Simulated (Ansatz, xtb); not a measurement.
# Two isomers of C3H9PSi2

Structure a is `C[Si@@H]1C=C[SiH2]P1`, a singlet and structure b is `CC1=C[SiH2]P[SiH2]1`, a singlet. Both are isolated molecules in the gas phase, relaxed with B3LYP/def2-SVP.

a (Å):

```yaml
atoms:
  - { symbol: C, position_ang: [-1.0746, 1.6607, 0.7688] }
  - { symbol: C, position_ang: [0.0176, -1.2041, 0.0468] }
  - { symbol: C, position_ang: [-0.4962, -2.2881, -0.5702] }
  - { symbol: P, position_ang: [-3.1307, -1.1367, 1.1012] }
  - { symbol: Si, position_ang: [-1.0498, -0.1731, 1.2200] }
  - { symbol: Si, position_ang: [-2.2892, -2.7849, -0.2434] }
  - { symbol: H, position_ang: [-1.7196, 2.2254, 1.4609] }
  - { symbol: H, position_ang: [-1.4483, 1.8136, -0.2559] }
  - { symbol: H, position_ang: [-0.0587, 2.0853, 0.8322] }
  - { symbol: H, position_ang: [-0.5275, -0.3134, 2.6145] }
  - { symbol: H, position_ang: [1.0719, -0.9377, -0.1241] }
  - { symbol: H, position_ang: [0.1408, -2.8905, -1.2349] }
  - { symbol: H, position_ang: [-2.3434, -4.1066, 0.4508] }
  - { symbol: H, position_ang: [-3.0810, -2.9109, -1.5042] }
  - { symbol: H, position_ang: [-3.5170, -0.3276, -0.0148] }
```

b (Å):

```
atom    x (Å)    y (Å)    z (Å)
   C  -2.7876   0.7604  -0.4618
   C  -1.7373  -0.1997   0.0421
   C  -0.7296   0.1672   0.8655
   P  -0.0992  -3.0900   0.5846
  Si   0.5734  -1.0681   1.4288
  Si  -1.7811  -2.0152  -0.5274
   H  -2.7836   0.8094  -1.5651
   H  -2.6360   1.7800  -0.0730
   H  -3.8002   0.4284  -0.1723
   H  -0.6646   1.2190   1.1867
   H   1.9182  -0.7044   0.8889
   H   0.6941  -1.1311   2.9164
   H  -0.9328  -3.3630   1.7143
   H  -3.1056  -2.6478  -0.2460
   H  -1.5627  -2.0835  -2.0045
```

Quicker runs give these differences E(b) − E(a): GFN2-xTB −0.455 eV; HF/STO-3G +0.331 eV (at GFN2-xTB geometries); r2SCAN-D4/def2-SVP +0.273 eV (at GFN2-xTB geometries).

Q: Estimate which is lower in electronic energy at CCSD(T)/def2-SVP + ΔMP2/def2-TZVPP, and by roughly how much.

A: The CCSD(T)/def2-SVP + ΔMP2/def2-TZVPP calculation puts structure a lower, by 0.318 eV.

The same difference at several levels:

```
                             level        geometry  E(b) − E(a) (eV)  departure from the last row (eV)  job, with rough time for the two
                          GFN2-xTB        GFN2-xTB              −0.455                            −0.773              optimisation, 0.36 s
                         HF/STO-3G        GFN2-xTB              +0.331                            +0.013               single point, 0.4 s
                r2SCAN-D4/def2-SVP        GFN2-xTB              +0.273                            −0.045               single point, 4.3 s
                    B3LYP/def2-SVP  B3LYP/def2-SVP              +0.244                            −0.073                optimisation, 50 s
                       HF/def2-SVP  B3LYP/def2-SVP              +0.255                            −0.063           part of the CCSD(T) run
                      MP2/def2-SVP  B3LYP/def2-SVP              +0.219                            −0.098           part of the CCSD(T) run
                  CCSD(T)/def2-SVP  B3LYP/def2-SVP              +0.205                            −0.112                      single point
CCSD(T)/def2-SVP + ΔMP2/def2-TZVPP  B3LYP/def2-SVP              +0.318                                                  single point, 51 s
```

As drawn, b has 1 C–C, 1 Si–H in place of 1 C–Si, 1 C–H.

GFN2-xTB puts the two in the other order. The largest departure from CCSD(T)/def2-SVP + ΔMP2/def2-TZVPP is that of GFN2-xTB, 0.773 eV. The last row adds to CCSD(T) the change of the MP2 difference between the two basis sets, here +0.112 eV.

With thermal terms from frequencies at re-optimised GFN2-xTB minima (ideal gas, soft modes damped towards free rotors, one conformer each, 298.15 K, 1 atm): the zero-point term adds −0.038 eV; ΔH is +0.274 and ΔG +0.294 eV.

The correlated steps freeze 18 core orbitals. Mirror images aren't counted in ΔG. Codes used: Ansatz 0.2.0, xtb 6.7.1; the last row on 4 threads of Arm Neoverse V1 on a shared host.
